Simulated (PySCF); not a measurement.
Cl3HOZr, multiplicity 1. Atoms are numbered in the order given.

```xyz
6

Zr     0.0000     0.0000     0.2154
Cl    -1.9257     1.1118    -0.5594
Cl     1.9257     1.1118    -0.5594
Cl     0.0000    -2.2236    -0.5594
O      0.0000     0.0000     2.1060
H      0.0000     0.0000     3.0671
```

Geometry: B3LYP-D3(BJ)/def2-SVP. The multiplicity is an assumed one; no other spin state was optimised. The isomer is the one that the SMILES or the coordinates give; other isomers of the formula were not compared. The def2 effective core potentials stand for the cores of Zr; spin–orbit coupling is left out. Other conformers were not sampled.

These are M06-2X/def2-TZVP run with PySCF values and carry that method's errors.

Symmetry labels are those of the subgroup Cs that the program uses (full group C3v).

Computed valence orbital energies around the gap with their symmetry:
```csv
orbital,symmetry,energy (eV)
HOMO−7,A',-11.99
HOMO−6,A",-11.99
HOMO−5,A",-11.38
HOMO−4,A',-11.38
HOMO−3,A',-11.27
HOMO−2,A',-10.82
HOMO−1,A",-10.82
HOMO,A",-10.62
LUMO,A',-1.30
LUMO+1,A",-1.30
LUMO+2,A',-0.70
LUMO+3,A',-0.48
```
